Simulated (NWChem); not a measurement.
Molecule: CdH$_{2}$SeO; SMILES [OH][Cd][SeH]

```xyz
5

Cd    -0.5209     0.4459    -0.0471
O     -1.0389     2.3339    -0.2721
H     -0.7268     2.8778     0.4602
Se     0.0329    -1.9203     0.1876
H      1.3122    -1.7368    -0.5194
```
Atoms are numbered in this order, from 1.

Level: PBE0/def2-SVP with def2 effective core potentials on Cd (NWChem), optimised geometry, unscaled harmonic frequencies. This build's default masses of Se (78.918 u) and Br (79.917 u) are each other's, which moves their modes by up to 0.6 %. def2 effective core potentials on Cd; no spin-orbit coupling.

### Question
List the harmonic frequencies with IR intensities, and the thermochemistry.

### Answer
```json
[
 {"frequency (cm⁻¹)": "101", "IR intensity (km/mol)": "13.4"},
 {"frequency (cm⁻¹)": "105", "IR intensity (km/mol)": "8.5"},
 {"frequency (cm⁻¹)": "166", "IR intensity (km/mol)": "66.5"},
 {"frequency (cm⁻¹)": "244", "IR intensity (km/mol)": "3.3"},
 {"frequency (cm⁻¹)": "588", "IR intensity (km/mol)": "1.2"},
 {"frequency (cm⁻¹)": "609", "IR intensity (km/mol)": "75.0"},
 {"frequency (cm⁻¹)": "769", "IR intensity (km/mol)": "57.5"},
 {"frequency (cm⁻¹)": "2446", "IR intensity (km/mol)": "10.3"},
 {"frequency (cm⁻¹)": "3889", "IR intensity (km/mol)": "55.1"}
]
```

zero-point energy: 12.7 kcal/mol
thermal correction to the enthalpy at 298.15 K (with zero-point energy): 17.0 kcal/mol
heat capacity Cv: 16.3 cal/(mol K)
entropy at 298.15 K and 1 atm (symmetry number 1): 78.8 cal/(mol K)

Rigid rotor and harmonic oscillator.
